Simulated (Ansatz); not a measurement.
Ag2Sn. The state is a singlet with charge 0. Geometry B3LYP-D4/def2-TZVP, basis def2-TZVP, Ansatz.

Cartesian coordinates in Å:
```
Ag -1.436 -0.985 -0.071
Ag 0.218 1.722 0.155
Sn 1.218 -0.737 -0.083
```

```csv
run,HOMO (eV),LUMO (eV)
A,-4.80,-3.30
B,-5.24,-2.83
C,-4.69,-3.59
D,-4.61,-3.78
E,-5.16,-2.92
F,-5.12,-3.23
```

In the def2 sets Ag, Sn take a core potential; there is no spin–orbit coupling. B3LYP takes the VWN-RPA correlation. HSE06 is defined as in plane-wave codes, on full-range PBE exchange. The structure comes from a short search, and lower isomers may exist.

**Question.** The runs used B3LYP, HSE06, PBE, PBE0, r2SCAN, r2SCAN0. Estimate which is which.

**Answer.** A HSE06 (range-separated); B r2SCAN0 (25 % exact exchange); C r2SCAN (0 % exact exchange); D PBE (0 % exact exchange); E PBE0 (25 % exact exchange); F B3LYP (20 % exact exchange). Exact exchange lowers occupied and raises empty levels; among semilocal functionals meta-GGAs tend to open the gap a little, and such runs are hard to tell apart. The gap grows from 0.84 eV (PBE) to 2.41 eV (r2SCAN0).
